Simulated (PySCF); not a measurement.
# Spinor energies of Xe¹⁷⁺ (xenon, charge +17)

Start: [Kr] 4d1; 4d5/2 filled at m_j = +5/2. Calculated with PySCF 2.14 in an uncontracted even-tempered set (18 s from 0.94 bohr⁻², ratio 2.8; 14 p from 1.2 bohr⁻², ratio 2.8; 9 d from 1.2 bohr⁻², ratio 2.8; 4 f from 4.3 bohr⁻², ratio 3): generalised Hartree-Fock with the X2C-1e Hamiltonian and a Gaussian nucleus; one run each with spin-orbit coupling (SO) screened by Boettger's factors, then bare. This is a chosen level, not necessarily the ground level.

```json
{"spinor shell": "1s1/2", "electrons": "2", "ε, screened SO (eV)": "-35157.9", "ε, bare SO (eV)": "-35157.7", "weight of nominal j (bare SO)": "1.000", "rms radius, bare SO (bohr)": "0.0305"}
{"spinor shell": "2s1/2", "electrons": "2", "ε, screened SO (eV)": "-5938.2", "ε, bare SO (eV)": "-5938.1", "weight of nominal j (bare SO)": "1.000", "rms radius, bare SO (bohr)": "0.124"}
{"spinor shell": "2p1/2", "electrons": "2", "ε, screened SO (eV)": "-5593.3", "ε, bare SO (eV)": "-5602.9", "weight of nominal j (bare SO)": "1.000", "rms radius, bare SO (bohr)": "0.107"}
{"spinor shell": "2p3/2", "electrons": "4", "ε, screened SO (eV)": "-5265.9", "ε, bare SO (eV)": "-5262.0", "weight of nominal j (bare SO)": "1.000", "rms radius, bare SO (bohr)": "0.112"}
{"spinor shell": "3s1/2", "electrons": "2", "ε, screened SO (eV)": "-1583.7", "ε, bare SO (eV)": "-1583.7", "weight of nominal j (bare SO)": "1.000", "rms radius, bare SO (bohr)": "0.325"}
{"spinor shell": "3p1/2", "electrons": "2", "ε, screened SO (eV)": "-1439.9", "ε, bare SO (eV)": "-1441.8", "weight of nominal j (bare SO)": "1.000", "rms radius, bare SO (bohr)": "0.316"}
{"spinor shell": "3p3/2", "electrons": "4", "ε, screened SO (eV)": "-1374.9", "ε, bare SO (eV)": "-1374.2", "weight of nominal j (bare SO)": "1.000", "rms radius, bare SO (bohr)": "0.328"}
{"spinor shell": "3d3/2", "electrons": "4", "ε, screened SO (eV)": "-1124.3", "ε, bare SO (eV)": "-1126.2", "weight of nominal j (bare SO)": "0.999", "rms radius, bare SO (bohr)": "0.299"}
{"spinor shell": "3d5/2", "electrons": "6", "ε, screened SO (eV)": "-1111.3", "ε, bare SO (eV)": "-1110.1", "weight of nominal j (bare SO)": "0.999", "rms radius, bare SO (bohr)": "0.303"}
{"spinor shell": "4s1/2", "electrons": "2", "ε, screened SO (eV)": "-594.70", "ε, bare SO (eV)": "-594.70", "weight of nominal j (bare SO)": "1.000", "rms radius, bare SO (bohr)": "0.711"}
{"spinor shell": "4p1/2", "electrons": "2", "ε, screened SO (eV)": "-534.12", "ε, bare SO (eV)": "-534.58", "weight of nominal j (bare SO)": "0.993", "rms radius, bare SO (bohr)": "0.728"}
{"spinor shell": "4p3/2", "electrons": "4", "ε, screened SO (eV)": "-519.79", "ε, bare SO (eV)": "-519.61", "weight of nominal j (bare SO)": "0.997", "rms radius, bare SO (bohr)": "0.748"}
{"spinor shell": "4d5/2", "electrons": "1", "ε, screened SO (eV)": "-431.52", "ε, bare SO (eV)": "-431.25", "weight of nominal j (bare SO)": "1.000", "rms radius, bare SO (bohr)": "0.785"}
```

```tsv
quantity	screened SO	bare SO
E (hartree)	-7333.67497	-7333.87473
M_J	5/2	5/2
⟨J²⟩	8.753	8.753
⟨L²⟩	6.023	6.025
⟨S²⟩	0.771	0.773
```

Each row is a mean over spinors that exchange with the open shell spreads, by up to 9.327 eV (4p3/2).

Breit and QED terms are absent; they matter most for the inner s and p1/2 levels.

Densities and radii are taken from the X2C orbitals without a picture-change correction, which distorts them close to the nucleus.
